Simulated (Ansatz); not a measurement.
B(NH2tBu)H3 (C₄H₁₄BN), 20 atoms. Hardware: 4 threads of Arm Neoverse V1 on a shared host.

Correlated methods freeze 6 core orbitals.

Q: How many basis functions does each of these Ansatz runs have, and roughly what does it cost? PBE0-D4/def2-TZVP, charge 0 singlet, energy, from earlier orbitals; PBE-D4/def2-TZVP, charge 0 singlet, energy and forces, from earlier orbitals; MP2/def2-TZVP, charge 0 singlet, energy, from earlier orbitals; BLYP-D4/def2-TZVP, charge 0 singlet, energy, from earlier orbitals; HF/STO-3G, charge 0 singlet, energy; HSE06-D4/def2-TZVP, charge 0 singlet, energy, from earlier orbitals; PBE-D4/def2-SVP, charge 0 singlet, relaxation, 6 steps; PBE0-D4/def2-SVP, charge 0 singlet, energy, from earlier orbitals; r2SCAN-D4/def2-TZVP, charge 0 singlet, energy, from earlier orbitals; PBE-D4/def2-SVP, charge 0 singlet, energy, from earlier orbitals; CCSD(T)/def2-SVP, charge 0 singlet, energy, from earlier orbitals; ωB97X-V/def2-TZVP, charge 0 singlet, energy, from earlier orbitals.

A: Other jobs shared the machine, so times can vary by a factor of up to 3. A dash marks memory too small to be measured apart from the calling script's.

```
                                                                         run  functions  fitting or Cholesky vectors  wall time  peak host memory (GiB)
                                         HF/STO-3G, charge 0 singlet, energy         44                          629      0.2 s                       –
            PBE-D4/def2-SVP, charge 0 singlet, energy, from earlier orbitals        154                         1770      1.9 s                       –
           PBE0-D4/def2-SVP, charge 0 singlet, energy, from earlier orbitals        154                         1770      2.4 s                       –
          BLYP-D4/def2-TZVP, charge 0 singlet, energy, from earlier orbitals        270                         1660      3.9 s                       –
PBE-D4/def2-TZVP, charge 0 singlet, energy and forces, from earlier orbitals        270                         1660      4.1 s                       –
         HSE06-D4/def2-TZVP, charge 0 singlet, energy, from earlier orbitals        270                         1660        5 s                     0.8
              MP2/def2-TZVP, charge 0 singlet, energy, from earlier orbitals        270                         1889      5.5 s                    0.85
          PBE0-D4/def2-TZVP, charge 0 singlet, energy, from earlier orbitals        270                         1660        6 s                    0.75
        r2SCAN-D4/def2-TZVP, charge 0 singlet, energy, from earlier orbitals        270                         1660        7 s                       –
                      PBE-D4/def2-SVP, charge 0 singlet, relaxation, 6 steps        154                         1770       10 s                       –
          ωB97X-V/def2-TZVP, charge 0 singlet, energy, from earlier orbitals        270                         1660       13 s                    0.98
           CCSD(T)/def2-SVP, charge 0 singlet, energy, from earlier orbitals        154                         1601       42 s                     1.6
```
